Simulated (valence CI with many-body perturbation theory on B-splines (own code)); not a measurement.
**Dy59+: key properties**

Calculated by relativistic CI+MBPT: five valence electrons over a frozen Dirac-Fock core [He], radial functions for each j: 11 s, 11 p, 10 d, 8 f, 5 g, 2 h, with the one-electron correlation potential Σ1, the two-electron term Σ2, the three-electron term Σ3, Breit, model QED; selected CI, second order for the rest, scaled by the run's own slope (own B-spline code, finite nucleus).

No measured spectrum was set against this ion. As an estimate, large intervals hold to a few tenths of a per cent, small ones and those within an open d or f shell to about a per cent. Among the levels kept, up to 7300 cm⁻¹ of a level comes from second order outside the variational space, and about a tenth of that is noise between levels of different J, which matters for small intervals.

Levels are named by their leading jj configuration (3d3/2^4 stands for four electrons in 3d with j = 3/2), which in mixed levels can hold well under half, so a name can repeat and another be missing.

Rates and lifetimes use the calculated energies. Strong lines usually hold to 10 to 20 %, long lifetimes can be off by a factor of two.

Q: What is the ground level?

A: (2s^2 2p1/2^2 2p3/2) J=3/2, composition 48 % 2s2.2p3 2P° + 27 % 2s2.2p3 2D° + 25 % 2s2.2p3 4S°, g = 1.327.

Q: Name the longest-lived excited levels whose lifetime is computed, and their main decay.

A: (2s^2 2p1/2 2p3/2^2) J=5/2 at 837.7 eV lives 1.13 ns, mostly by M1 to (2s^2 2p1/2^2 2p3/2) J=3/2; (2s^2 2p1/2 2p3/2^2) J=1/2 at 881.1 eV lives 330 ps, mostly by M1 to (2s^2 2p1/2^2 2p3/2) J=3/2; (2s^2 2p1/2 2p3/2^2) J=3/2 at 815.3 eV lives 192 ps, mostly by M1 to (2s^2 2p1/2^2 2p3/2) J=3/2.

Q: Where does the other parity begin?

A: At (2s 2p1/2^2 2p3/2^2) J=5/2, 1105.8 eV.

Q: Among levels below 9713.5 eV, which E1 lines absorb most strongly from the ground level?

A: to (2s^2 2p1/2^2 3d5/2) J=5/2 at 0.1660 nm, f = 0.545; to (2s^2 2p1/2 2p3/2 3d3/2) J=5/2 at 0.1502 nm, f = 0.494; to (2s^2 2p1/2 2p3/2 3d3/2) J=3/2 at 0.1501 nm, f = 0.252.

Q: How well does LS coupling describe the low levels?

A: Among the lowest 20 levels the leading LS term, summed over configurations, holds 63 % on average. For single configurations the figures are 63 % in LS and 100 % in jj coupling. Terms mix most in the J = 3/2 level at 7314.6 eV, where the leading one holds 34 %.
